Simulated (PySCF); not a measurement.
The vertical singlet excitations below were computed for one of the candidates. The calculation used TDDFT wB97X-D/def2-SVPD, vertical, gas phase, core orbitals frozen in the response in PySCF 2.14.0, density-fitted response routines. Geometries: GFN2-xTB, one conformer each.

```csv
state,E (eV),f
S1,5.96,0.0022
S2,6.06,0.0043
S3,6.72,0.0054
S4,6.78,0.450
S5,7.05,0.0038
S6,7.54,0.0035
S7,7.67,0.064
S8,7.87,0.012
```

Problem. Which candidate is it? All have the formula C4H9ClO2Si.
A. `O(/C(OCC)=C\Cl)[SiH3]`
B. `C[C@@H]1O[C@@H](CCl)O[SiH2]1`
C. `[SiH3]O[C@]1(CCl)CCO1`

Solution. A. Its S1, at 5.96 eV, is the lowest among the candidates; the nearest of the others has S1 at 7.18 eV. S1 is HOMO→LUMO+4 (64%), HOMO→LUMO+13 (8%). Löwdin shares by element: HOMO carbon 50% or more, chlorine 25%, oxygen 11% or more; LUMO silicon 34%, hydrogen 31% or more (atoms not listed hold the other 36%). At the same level the other candidates give, for their lowest levels:
- `C[C@@H]1O[C@@H](CCl)O[SiH2]1`: 7.18 eV (f 0.041); 7.22 eV (f 0.006); 7.50 eV (f 0.013); 7.67 eV (f 0.002); 7.75 eV (f 0.002); T1 6.67 eV; HOMO -9.69, LUMO 1.69 eV
- `[SiH3]O[C@]1(CCl)CCO1`: 7.38 eV (f 0.005); 7.67 eV (f 0.005); 7.74 eV (f 0.008); 8.02 eV (f 0.008); 8.21 eV (f 0.012); T1 6.99 eV; HOMO -9.85, LUMO 1.91 eV

Conformer computed: `[CH3:1][CH2:2][O:3]/[C:4](=[CH:5]/[Cl:6])[O:7][SiH3:8]`: C1–C2–O3–C4 180°, C2–O3–C4–C5 0°, O3–C4–O7–Si8 0°.
Triplets come from the Tamm–Dancoff approximation.
